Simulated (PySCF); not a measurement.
An unknown shows these calculated signals:

1H NMR (600 MHz, computed): δ 3.16 (m, 1H), 3.15 (m, 1H), 3.01 (s, 6H).

13C{1H} NMR (computed): δ 126.5 (C), 125.6 (C), 120.9 (C), 49.0 (CH2), 41.6 (CH3).

- shielding tensors at PBE0/pcSseg-1 (GIAO)
- coordinates at the GFN2-xTB level
- program: PySCF 2.14.0 with density-fitted response routines
- isolated molecule, non-relativistic Hamiltonian, a single conformation, fast rotation and ring inversion assumed for equivalent nuclei

Referencing at the same level of theory: TMS for 1H (31.72 ppm) and 13C (186.93 ppm).

Which of these does the molecule contain: a tert-butyl group, a heteroaromatic ring, a three-membered ring, a non-aromatic C=C double bond, an N-methyl group, a methoxy group?

## Answers


- A tert-butyl group: no.
- A heteroaromatic ring: no.
- A three-membered ring: yes.
- A non-aromatic C=C double bond: yes.
- An N-methyl group: yes (δC 41.6; δH 3.01 (s)).
- A methoxy group: no.

The data belong to `C=C1C(F)=C1N(C)C`, C6H8FN; they needn't prove each group on their own.

Carbon signals by region: 3 in the sp2 and nitrile region (100–160 ppm), 2 below 50 ppm.

Splittings by 19F in the carbon and heteronuclear signals aren't shown, as no couplings were computed. Shifts are as computed. Against solution values, carbons near 30 ppm lie about +3 ppm off and those near 130 ppm about +5 ppm. Of 1211 compounds with measured shifts, 218 miss one by over three times the rms of a fit or turn the order of signals round; such compounds aren't used in these exercises. Multiplicities follow the n + 1 count of equivalent neighbours, as no J values were calculated; m marks all less simple cases, F and P coupling included.
